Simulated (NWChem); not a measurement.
Everything below was run with NWChem. System: germanium monotelluride (GeTe), charge 0, spin multiplicity 1, at a geometry optimised with B3LYP/def2-SVP with def2 effective core potentials on Te. Level: r2SCAN/def2-SVP with def2 effective core potentials on Te.

Part of the output:

```
             Northwest Computational Chemistry Package (NWChem) 7.3.0
             --------------------------------------------------------

                                NWChem Input Module
                                -------------------

 Scaling coordinates for geometry "geometry" by  1.889725989
 (inverse scale =  0.529177249)

 Turning off AUTOSYM since
 SYMMETRY directive was detected!

                             Geometry "geometry" -> ""
                             -------------------------

 Output coordinates in angstroms (scale by  1.889725989 to convert to a.u.)

  No.       Tag          Charge          X              Y              Z
 ---- ---------------- ---------- -------------- -------------- --------------
    1 Ge                  32.0000     0.00000000     0.00000000     1.46489600
    2 Te                  52.0000     0.00000000     0.00000000    -0.90147400

 Effective nuclear repulsion energy (a.u.)     372.1104232793

            Nuclear Dipole moment (a.u.)
            ----------------------------
        X                 Y               Z
 ---------------- ---------------- ----------------
     0.0000000000     0.0000000000     0.0000453534

      Symmetry information
      --------------------

 Group name             C2v
 Group number             16
 Group order               4
 No. of unique centers     2

      Symmetry unique atoms

     1    2


 Summary of "ao basis" -> "" (spherical)
 ------------------------------------------------------------------------------
       Tag                 Description            Shells   Functions and Types
 ---------------- ------------------------------  ------  ---------------------
 *                          def2-svp                  on all atoms

                                 NWChem DFT Module
                                 -----------------

 Summary of "ao basis" -> "ao basis" (spherical)
 ------------------------------------------------------------------------------
       Tag                 Description            Shells   Functions and Types
 ---------------- ------------------------------  ------  ---------------------
 Ge                         def2-svp                12       32   5s4p3d
 Te                         def2-svp                10       26   4s4p2d

 Summary of "ao basis" -> "ao basis" (spherical)
 ------------------------------------------------------------------------------
       Tag                 Description            Shells   Functions and Types
[...]
              MO Center= -7.9D-16,  5.2D-31, -2.7D-01, r^2= 3.0D+00
   Bfn.  Coefficient  Atom+Function         Bfn.  Coefficient  Atom+Function
  ----- ------------  ---------------      ----- ------------  ---------------
    43      0.503826  2 Te px                46      0.428887  2 Te px
    12      0.246066  1 Ge px                15      0.228304  1 Ge px
    40     -0.199165  2 Te px                37     -0.155448  2 Te px
     9     -0.134720  1 Ge px                31      0.045168  1 Ge d  1
     6      0.043700  1 Ge px                57     -0.040041  2 Te d  1

 Vector   28  Occ=2.000000D+00  E=-2.353487D-01  Symmetry=b2
              MO Center=  5.0D-31, -7.9D-16, -2.7D-01, r^2= 3.0D+00
   Bfn.  Coefficient  Atom+Function         Bfn.  Coefficient  Atom+Function
  ----- ------------  ---------------      ----- ------------  ---------------
    44      0.503826  2 Te py                47      0.428887  2 Te py
    13      0.246066  1 Ge py                16      0.228304  1 Ge py
    41     -0.199165  2 Te py                38     -0.155448  2 Te py
    10     -0.134720  1 Ge py                29     -0.045168  1 Ge d -1
     7      0.043700  1 Ge py                55      0.040041  2 Te d -1

 Vector   29  Occ=0.000000D+00  E=-1.207848D-01  Symmetry=b1
              MO Center=  3.2D-17,  7.7D-33,  8.1D-01, r^2= 4.0D+00
   Bfn.  Coefficient  Atom+Function         Bfn.  Coefficient  Atom+Function
  ----- ------------  ---------------      ----- ------------  ---------------
    15      0.600858  1 Ge px                12      0.459847  1 Ge px
    46     -0.404323  2 Te px                43     -0.332340  2 Te px
     9     -0.242790  1 Ge px                40      0.129058  2 Te px
    37      0.099661  2 Te px                 6      0.078395  1 Ge px
    57     -0.062406  2 Te d  1              52      0.049868  2 Te d  1

 Vector   30  Occ=0.000000D+00  E=-1.207848D-01  Symmetry=b2
              MO Center= -1.4D-32,  3.2D-17,  8.1D-01, r^2= 4.0D+00
   Bfn.  Coefficient  Atom+Function         Bfn.  Coefficient  Atom+Function
  ----- ------------  ---------------      ----- ------------  ---------------
    16      0.600858  1 Ge py                13      0.459847  1 Ge py
    47     -0.404323  2 Te py                44     -0.332340  2 Te py
    10     -0.242790  1 Ge py                41      0.129058  2 Te py
    38      0.099661  2 Te py                 7      0.078395  1 Ge py
    55      0.062406  2 Te d -1              50     -0.049868  2 Te d -1

 Vector   31  Occ=0.000000D+00  E= 8.206622D-03  Symmetry=a1
              MO Center= -5.4D-16, -5.4D-16,  4.9D-01, r^2= 5.7D+00
   Bfn.  Coefficient  Atom+Function         Bfn.  Coefficient  Atom+Function
  ----- ------------  ---------------      ----- ------------  ---------------
    17      1.080658  1 Ge pz                48      0.991615  2 Te pz
    36      0.724076  2 Te s                  5     -0.518489  1 Ge s
     4     -0.436866  1 Ge s                 14      0.351082  1 Ge pz
    45      0.300970  2 Te pz                35      0.293778  2 Te s
     3      0.190395  1 Ge s                 11     -0.186062  1 Ge pz

 center of mass
 --------------
 x =   0.00000000 y =   0.00000000 z =  -0.08176801

 moments of inertia (a.u.)
 ------------------
         942.111973279456           0.000000000000           0.000000000000
           0.000000000000         942.111973279456           0.000000000000
           0.000000000000           0.000000000000           0.000000000000

     Multipole analysis of the density
     ---------------------------------

     L   x y z        total         alpha         beta         nuclear
     -   - - -        -----         -----         ----         -------
     0   0 0 0     -0.000000    -28.000000    -28.000000     56.000000

     1   1 0 0     -0.000000     -0.000000     -0.000000      0.000000
     1   0 1 0     -0.000000     -0.000000     -0.000000      0.000000
     1   0 0 1      0.421264    -23.638934    -23.638934     47.699133

     2   2 0 0    -32.297439    -16.148720    -16.148720      0.000000
     2   1 1 0     -0.000000     -0.000000     -0.000000      0.000000
     2   1 0 1      0.000000      0.000000      0.000000      0.000000
     2   0 2 0    -32.297439    -16.148720    -16.148720      0.000000
     2   0 1 1      0.000000      0.000000      0.000000      0.000000
     2   0 0 2    -31.259150   -173.065620   -173.065620    314.872090

 Task  times  cpu:        1.6s     wall:        1.6s

 Total times  cpu:        1.7s     wall:        1.7s
```

Task: Write an NWChem input that would produce this output.

Result: Several could match; the one computed here: 
```
start mol
memory heap 200 mb stack 900 mb global 1100 mb
geometry units angstroms nocenter noautoz
  Ge     0.000000     0.000000     1.464896
  Te     0.000000     0.000000    -0.901474
  symmetry group C2v
end
basis spherical
  * library def2-svp
end
ecp
  Te library def2-ecp
end
dft
  xc r2scan
  semidirect memsize 60000000 filesize 0
  iterations 100
  grid fine
end
task dft energy
```
